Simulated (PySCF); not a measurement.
This PySCF input asks for the NMR shieldings of `C1(C)=CB(N)OC1`, C4H8BNO; the geometry comes from GFN2-xTB.

```python
import basis_set_exchange as bse
import numpy as np
from pyscf import gto, dft
from pyscf.prop import nmr

atoms = """
C    -2.250620   -0.041877   -0.465212
C    -0.798683   -0.003257   -0.133169
C     0.258809   -0.294587   -0.894244
B     1.508423   -0.064150    0.012746
N     2.867646   -0.215225   -0.261519
O     1.057187    0.350709    1.251435
C    -0.347359    0.413018    1.242076
H    -2.694029    0.946595   -0.345416
H    -2.398848   -0.371392   -1.490355
H    -2.773832   -0.723742    0.204893
H     0.177577   -0.616210   -1.919351
H     3.576230   -0.032968    0.425454
H     3.224443   -0.519842   -1.147360
H    -0.666480    1.435974    1.480846
H    -0.744879   -0.255057    2.017264
"""
names = dict.fromkeys(["C", "B", "N", "O", "H"], "pcSseg-1")
basis = {el: gto.basis.parse(bse.get_basis(n, elements=[el], fmt="nwchem")) for el, n in names.items()}
mol = gto.M(atom=atoms, basis=basis, charge=0, verbose=0)
mf = dft.RKS(mol, xc="PBE0")
mf.grids.level = 2
mf.grids.alignment = dft.numint.BLKSIZE   # the property module wants whole blocks of grid points
mf.conv_tol = 1e-9
mf.kernel()

calc = nmr.RKS(mf)   # GIAO
C = mf.mo_coeff
Co = C[:, mf.mo_occ > 0]
resp = mf.gen_response(singlet=True, hermi=2)
def vind(x):   # induced exchange potential for any number of trial vectors
    d = np.einsum("pi,xij,qj->xpq", C, 2 * x.reshape(-1, C.shape[1], Co.shape[1]), Co, optimize=True)
    return np.einsum("xpq,pi,qj->xij", resp(d - d.transpose(0, 2, 1)), C, Co, optimize=True).ravel()
mo1, _ = nmr.rhf.solve_mo1(calc, with_cphf=vind)
sigma = calc.kernel(mo1)
for i, s in enumerate(sigma):   # ppm
    w = np.linalg.eigvalsh((s + s.T) / 2)
    print("%2d %-2s iso %8.1f  s11 %8.1f  s22 %8.1f  s33 %8.1f" % (i, mol.atom_pure_symbol(i), w.mean(), *w))
```

Q: What are the results?

A: 
```
 0 C  iso    167.8  s11    154.0  s22    161.6  s33    187.8
 1 C  iso     13.1  s11   -110.1  s22     11.0  s33    138.5
 2 C  iso     57.5  s11    -43.2  s22     59.5  s33    156.3
 3 B  iso     68.6  s11     44.9  s22     78.2  s33     82.8
 4 N  iso    206.1  s11    154.0  s22    215.9  s33    248.5
 5 O  iso    201.5  s11     67.8  s22    256.3  s33    280.4
 6 C  iso    104.6  s11     72.3  s22     96.1  s33    145.4
 7 H  iso     29.8  s11     25.8  s22     27.9  s33     35.5
 8 H  iso     29.4  s11     25.1  s22     28.5  s33     34.5
 9 H  iso     29.8  s11     25.8  s22     28.0  s33     35.5
10 H  iso     25.8  s11     23.5  s22     25.4  s33     28.6
11 H  iso     29.0  s11     22.8  s22     26.0  s33     38.1
12 H  iso     29.1  s11     23.1  s22     26.5  s33     37.9
13 H  iso     27.0  s11     22.9  s22     27.0  s33     31.2
14 H  iso     27.0  s11     22.9  s22     27.0  s33     31.2
```

These numbers come from an equivalent density-fitted implementation of the same equations, which agrees with the script to about 0.01 ppm for H and up to a few tenths of a ppm for heavy atoms, so last digits may differ.

Size and cost of the density-fitted run: 159 basis functions, 49 s wall time on 1 thread of an Intel Xeon, shared host; peak memory 0.73 GiB.
